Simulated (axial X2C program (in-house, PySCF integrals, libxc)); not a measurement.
## SnSi⁻: properties at the nuclei

Computed with an axial X2C code built on PySCF integrals: two-component X2C with atomic mean-field Coulomb and Gaunt terms, Gaussian nuclei, basis Sn dyall-acv3z, Si dyall-av3z with contracted cores.

R = 2.435 Å (near the PBE0 minimum at charge -1 of the determinant lowest at the starting distance; the state shown can have its own minimum elsewhere).

Determinant lowest in the PBE0 search, Ω = 3/2 (⟨Sz⟩ = 0.50, ⟨Lz⟩ = 1.00 at PBE0), spin on the atoms Sn 0.15, Si 0.36:

```tsv
level	Eeff magnitude (GV/cm)	Ws magnitude Sn (kHz)	A∥/gI Sn (MHz)	qzz Sn (a.u.)	A∥/gI Si (MHz)	qzz Si (a.u.)
PBE0	0.0228	0.0573	175	-5.49	24.1	-1.25
HF	1.59	0.673	393	-6.60	-36.5	-1.16
r2SCAN	0.0768	0.0796	174	-5.37	36.1	-1.24
BHandHLYP	0.0405	0.0687	186	-5.72	25.5	-1.36
B3LYP	0.0151	0.0431	166	-5.34	36.8	-1.29
```

Determinant 1.19 eV from it at PBE0 and this distance, Ω = 1/2 (⟨Sz⟩ = 1.48, ⟨Lz⟩ = -0.98 at PBE0), spin on the atoms Sn 0.74, Si 0.74:

```
    level  Eeff magnitude (GV/cm)  Ws magnitude Sn (kHz)  A∥/gI Sn (MHz)  qzz Sn (a.u.)  A∥/gI Si (MHz)  qzz Si (a.u.)
     PBE0                   0.379                   0.58           -1730          -5.54            -392          -1.10
       HF                   0.301                  0.205           -1780          -6.25            -373          -1.15
   r2SCAN                   0.292                  0.193           -1990          -5.54            -330          -1.11
BHandHLYP                   0.926                   1.21           -1430          -5.50            -366          -1.08
    B3LYP                   0.869                   1.14           -1460          -5.34            -361          -1.09
```

Eeff is the effective electric field on the electron electric dipole moment in this Ω state and Ws the scalar–pseudoscalar constant of the nucleus named (defined with the proton number Z and per Ω); A∥ (defined per Ω) follows by multiplying with gI = μI/(I μN); qzz is the electric field gradient, eQq0 = 234.96 MHz × Q/barn × qzz. The operators were transformed with the bare-nucleus X2C matrices; with these basis sets, hyperfine constants and field gradients can be off by tens of per cent, and where levels differ in sign neither size nor sign is settled.

Each state is one determinant with collinear spin, which with several unpaired electrons need not be a pure state. Unrestricted Hartree–Fock can overshoot spin polarisation at the nuclei. In the state Ω = 3/2 the sign of Eeff differs between levels (B3LYP against PBE0). In the state Ω = 1/2 the sign of Eeff differs between levels (HF, r2SCAN against PBE0). For an anion, determinants above electron detachment, or with a positive highest level, are held by the basis set. With several open shells hyperfine constants can be off by a factor of several. Where Eeff spreads by more than a factor of two the levels disagree and none is to be relied on. At r2SCAN a later determinant lies lower. States lie within half an eV, so the first need not be the ground state. The sign of Ws at Sn differs between levels in the second state. Further determinants of the search, some of them spin-mixed, are not shown. Where a field gradient or hyperfine factor spreads by more than a factor of two over the levels, a constant derived from it is not to be relied on. PBE0 term energies can be off by some tenths of an eV.
